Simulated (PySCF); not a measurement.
C6H14N2Si2.
Structure used (PBE0-D3(BJ)/def2-SVP), in Å, numbered top down from 1:
```
atom  x, y, z in Å
C1     1.2348    2.4805   -0.9647
Si2    0.8918    0.6920   -0.4864
Si3    2.5791   -0.2786    0.8237
N4     2.2677   -1.9972    0.8112
C5    -0.7620    0.5581    0.4326
C6    -2.0110    0.6471   -0.4795
C7    -2.0879   -0.8984   -0.4511
C8    -3.3930   -1.5278   -0.3647
N9    -4.4398   -2.0162   -0.2771
C10   -1.1817   -0.8860    0.8045
H11    1.3446    3.1110   -0.0687
H12    0.4064    2.8857   -1.5672
H13    2.1590    2.5639   -1.5557
H14    0.7853   -0.1418   -1.7365
H15    3.9411    0.1456    0.3388
H16    2.4862    0.1721    2.2491
H17    2.7651   -2.5908    1.4675
H18    2.2030   -2.4589   -0.0905
H19   -0.7434    1.2715    1.2726
H20   -1.9162    1.1144   -1.4719
H21   -2.8710    1.0975    0.0382
H22   -1.5506   -1.3272   -1.3118
H23   -1.7824   -0.9148    1.7252
H24   -0.3995   -1.6577    0.8666
```

Computed with PySCF at PBE0/pcSseg-1, non-relativistic, on one gas-phase PBE0-D3(BJ)/def2-SVP geometry that isn't relaxed in the solvent. The solvent is an IEF-PCM continuum (van der Waals radii × 1.2). Specific hydrogen bonds and non-electrostatic terms are outside this model.

Gas phase at PBE0/pcSseg-1: HOMO -7.35 eV, LUMO -0.15 eV, dipole 4.74 D.

What does the continuum do to the energy, the frontier levels and the dipole at PBE0/pcSseg-1 in acetonitrile and water?

```
     solvent      ε  E(solvent) − E(gas) (kJ/mol)  polarisation term (kJ/mol)  distortion of the solute (kJ/mol)  HOMO (eV)  LUMO (eV)  dipole (D)
acetonitrile  35.69                        -36.07                      -42.48                               6.41      -7.02       0.21        5.74
       water  78.36                        -36.99                      -43.73                               6.74      -7.01       0.22        5.76
```

The first energy column is the sum of the next two and covers electrostatics alone. From acetonitrile to water the lowering changes by a factor 1.03, Onsager's factor (ε − 1)/(2ε + 1) by 1.02 and ε itself by 2.2.

Which radius a makes the point-dipole formula ΔE = −[(ε − 1)/(2ε + 1)]·μ²/a³ give the value in water, with the gas-phase dipole?

μ = 1.865 au and |ΔE| = 0.01409 Eh give a = 2.62 Å; the farthest nucleus lies 4.88 Å from the centroid of the nuclei, so such a sphere wouldn't even hold the nuclei. The formula assumes a rigid point dipole at the centre of a sphere.

Give the dipole vector in the frame of the coordinates (D, pointing from negative to positive charge), gas and water.

Gas (4.45, 1.62, -0.12), solvent (5.34, 2.13, -0.34). Its length changes by +21 % and its direction by 3°.

Which ESP-fitted charges (PBE0/pcSseg-1) respond most in acetonitrile (means over atoms taken as equivalent)?

```csv
atoms,environment,gas (e),solvent (e),change
N9,nitrile nitrogen,-0.448,-0.559,-0.111
C8,nitrile carbon,+0.244,+0.331,+0.087
N4,silicon-bound nitrogen,-0.941,-0.999,-0.058
Si3,SiH2 silicon,+0.449,+0.488,+0.039
C7,sp3 carbon next to a nitrile,+0.210,+0.175,-0.035
C1,Si-methyl carbon,-0.795,-0.828,-0.033
H17/H18,N–H hydrogen,+0.367,+0.395,+0.028
H22,methine hydrogen,+0.037,+0.060,+0.023
H16,Si–H hydrogen,-0.108,-0.127,-0.019
Si2,SiH silicon,+0.376,+0.394,+0.018
C5,sp3 carbon bound to silicon,+0.152,+0.170,+0.018
H15,Si–H hydrogen,-0.142,-0.158,-0.016
```

Which Mayer bond orders change most in acetonitrile?

| bond | length (Å) | gas | solvent | change |
| --- | --- | --- | --- | --- |
| Si3–N4 | 1.747 | 0.995 | 1.012 | +0.017 |
| C7–H22 | 1.102 | 0.906 | 0.895 | -0.011 |
| N4–H17 | 1.015 | 0.944 | 0.936 | -0.008 |
| C8–N9 | 1.158 | 3.065 | 3.072 | +0.007 |
| C7–C8 | 1.452 | 0.991 | 0.998 | +0.007 |
| N4–H18 | 1.015 | 0.942 | 0.935 | -0.007 |
| Si3–H15 | 1.507 | 0.877 | 0.871 | -0.006 |
| C6–C7 | 1.548 | 0.965 | 0.961 | -0.004 |
